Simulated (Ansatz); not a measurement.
Geometry optimisation, RKS revPBE/6-31G* in Ansatz 0.2.0.

Input file:

```yaml
crystal:
  periodic: [false, false, false]
  atoms:
    - { symbol: B, position_ang: [-0.34566, 0.139741, -0.344314] }
    - { symbol: "N", position_ang: [-0.142038, 1.602145, -0.148829] }
    - { symbol: C, position_ang: [-1.332396, -0.61647, 0.654335] }
    - { symbol: C, position_ang: [0.290555, -0.546003, -1.634201] }
    - { symbol: H, position_ang: [1.656331, 0.665211, 0.976332] }
    - { symbol: S, position_ang: [2.235621, -0.472314, 1.449647] }
    - { symbol: H, position_ang: [0.353879, 2.18379, -0.82211] }
    - { symbol: H, position_ang: [-0.640636, 2.137169, 0.56038] }
    - { symbol: H, position_ang: [-1.038916, -1.667433, 0.822229] }
    - { symbol: H, position_ang: [-2.347722, -0.644093, 0.208786] }
    - { symbol: H, position_ang: [-1.43506, -0.127535, 1.641186] }
    - { symbol: H, position_ang: [0.634177, -1.57477, -1.430435] }
    - { symbol: H, position_ang: [1.138587, 0.015209, -2.06773] }
    - { symbol: H, position_ang: [-0.481168, -0.624818, -2.426749] }
    - { symbol: H, position_ang: [1.454647, -0.46973, 2.561574] }
basis:
  gaussian: { orbitals: "6-31G*" }
hamiltonian:
  xc: revpbe
relax:
  f_tol: 0.03
  max_steps: 50
```

Run as:

```bash
$ ansatz run input.yaml --threads 2 --pin off --max-ram 3072MiB --backend cpu --events-out ev --progress --plain --runs-dir out
```

Where does it end, and by what steps?

It converged. The force dipped under the threshold on the way, but the program's further checks kept it going. After 17 steps the energy has fallen by 0.262 eV; S6 moved furthest, 1.33 Å.

| step | energy less start (eV) | largest force component (eV/Å) | accepted |
| --- | --- | --- | --- |
| 0 | 0.0000 | 1.830 | yes |
| 1 | -0.1223 | 0.943 | yes |
| 2 | -0.1764 | 0.517 | yes |
| 3 | -0.2111 | 0.217 | yes |
| 4 | -0.2322 | 0.140 | yes |
| 5 | -0.2434 | 0.251 | yes |
| 6 | -0.2499 | 0.240 | yes |
| 7 | -0.2508 | 0.422 | yes |
| 8 | -0.2576 | 0.193 | yes |
| 9 | -0.2601 | 0.033 | yes |
| 10 | -0.2606 | 0.012 | yes |
| 11 | -0.2529 | 0.418 | no |
| 12 | -0.2611 | 0.040 | yes |
| 13 | -0.2612 | 0.089 | yes |
| 14 | -0.2614 | 0.034 | yes |
| 15 | -0.2616 | 0.008 | yes |
| 16 | -0.2617 | 0.066 | yes |
| 17 | -0.2618 | 0.015 | yes |

```xyz
15
Properties=species:S:1:pos:R:3
B -0.504 0.131 -0.492
N 0.020 1.389 -0.086
C -1.585 -0.597 0.432
C 0.015 -0.529 -1.851
H 1.888 0.564 1.352
S 2.878 0.357 2.268
H 0.663 1.935 -0.659
H -0.312 1.896 0.733
H -1.236 -1.605 0.731
H -2.526 -0.766 -0.128
H -1.845 -0.047 1.355
H 0.485 -1.512 -1.656
H 0.750 0.084 -2.406
H -0.830 -0.735 -2.536
H 2.141 -0.564 2.943
```

Whether the end is a true minimum wasn't checked by a vibrational analysis.

The run took 41 s on 2 threads of Intel(R) Xeon(R) Platinum 8175M CPU @ 2.50GHz (Skylake/Cascade Lake), on a shared host, peak memory 0.18 GiB.
